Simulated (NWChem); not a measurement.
System: SeBrCl; SMILES Cl[Se]Br

Input file for NWChem:

```
start job
memory heap 200 mb stack 900 mb global 1100 mb
geometry units angstroms noautoz
  Se     0.744583    -0.581365     0.000000
  Cl    -0.980607    -1.905136     0.000000
  Br    -0.241467     1.510552     0.000000
end
basis spherical
  * library 6-311g**
end
dft
  xc xpbe96 cpbe96
  iterations 150
  mulliken
end
task dft energy
```

The geometry was optimised at PBE0/def2-SVP.

Question: Give the results of this calculation. (PBE/6-311G** (spherical d).) Quantities: basis functions; energy (Ha); highest occupied level (eV); orbital gap (eV); dipole (D).

Answer: 
```json
{
  "number_of_basis_functions": "114",
  "energy (Ha)": "-5434.93",
  "highest occupied level (eV)": "-5.81",
  "orbital gap (eV)": "1.88",
  "dipole (D)": "1.01"
}
```
